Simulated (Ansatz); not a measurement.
`OC(F)[SiH3]` + `[OH][MgH]` → `[MgH][O][SiH3]` + `OCF`  (ligand exchange at the Si–C bond)

Gas-phase electronic energies from Ansatz, PBE0-D4/def2-TZVP geometries. CCSD(T)/CBS adds triple-zeta CCSD(T) − MP2 to the extrapolated MP2 energy (def2 sets, frozen cores). Functionals use def2-TZVPP. For Mg outer-core shells are correlated without core-valence functions, which leaves a few kJ/mol of doubt a bond. One conformer a species, not always the lowest.

Is it downhill or uphill in electronic energy at CCSD(T)/CBS, and by how much? (Estimate.)

Computed: Downhill: ΔE = -153.7 kJ/mol.

What do these levels give: B97M-V, BHLYP-D4, ωB97M-V, PBE-QIDH, r2SCAN, CCSD/def2-TZVPP? (Estimate.)

The calculation gave: B97M-V -159.7, BHLYP-D4 -161.9, ωB97M-V -147.9, PBE-QIDH -156.6, r2SCAN -150.5, CCSD/def2-TZVPP -159.8 kJ/mol.

Largest T1 diagnostic among the species: 0.012.

In def2-TZVPP, CCSD(T) changes the Hartree–Fock value by +21.1 kJ/mol (the triples alone add +2.7 kJ/mol) and MP2 by +18.3 kJ/mol. Leaving LDA and LC-ωPBE aside and taking each functional with its dispersion term where it has one, the values, not all of them listed here, spread over 25.5 kJ/mol, from BHLYP-D4 to PBE-D4. LDA lies +4.1 kJ/mol from PBE without D4. From r2SCAN to r2SCAN0 (25 % exact exchange), in def2-TZVPP and without D4, ΔE moves by −4.9 kJ/mol.
